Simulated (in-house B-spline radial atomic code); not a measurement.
## Binding energies in Nb VI (Nb5+)

NIST's tabulated ground configuration is [Ar] 3d10 4s2 4p6; each binding energy is the energy of the ion with one electron taken from that subshell, relaxed, less that of the parent. Method: Dirac-Hartree-Fock, average of configuration, Fermi nucleus of rms radius 4.324 fm. Calculated with a radial B-spline atomic code at the basis-set limit. Energies include first-order Breit, QED and recoil terms.

```
subshell  X-ray name  binding energy (eV)  -ε (eV)  relaxation (eV)
      1s           K                19061  19164.8             53.4
      2s          L1               2780.1   2810.2             25.4
   2p1/2          L2               2542.3   2575.1             28.2
   2p3/2          L3               2448.1   2478.7             27.5
      3s          M1                546.7    554.4              7.1
   3p1/2          M2                456.6    464.4              7.3
   3p3/2          M3                440.8    448.2              7.0
   3d3/2          M4                281.9    289.9              7.9
   3d5/2          M5                279.2    286.9              7.8
      4s          N1                132.6    133.5              0.8
   4p1/2          N2                103.3    104.1              0.8
   4p3/2          N3                100.9    101.6              0.7
```

Relaxation = -ε minus the binding energy without Breit, QED and recoil terms.

Emission lines follow as differences of binding energies, with λ = 12398.42 eV·Å / E:

```tsv
line	holes	energy (eV)	wavelength (Å)
K-L3	1s → 2p3/2	16612.9	0.74631
K-L2	1s → 2p1/2	16518.7	0.75057
K-M3	1s → 3p3/2	18620.2	0.66586
L3-M5	2p3/2 → 3d5/2	2168.9	5.7165
L2-M4	2p1/2 → 3d3/2	2260.4	5.4851
L1-M3	2s → 3p3/2	2339.3	5.3001
L3-M1	2p3/2 → 3s	1901.4	6.5207
```

What screening constant σ does Moseley's law, E = (3/4)·13.6057 eV·(Z - σ)², need for K-L3?

σ = 0.65.

Moseley's non-relativistic formula needs a falling, then negative, screening constant for heavy elements, because relativity binds the 1s electron more strongly than the formula allows.

What does it cost to remove both a 3d5/2 and a 4p3/2 electron?

401.93 eV, which is 21.89 eV more than the two single binding energies together.

What does it cost to remove both a 3d3/2 and a 4p3/2 electron?

404.82 eV, which is 22 eV more than the two single binding energies together.

What does it cost to remove both a 3p3/2 and a 4s electron?

596.92 eV, which is 23.45 eV more than the two single binding energies together.
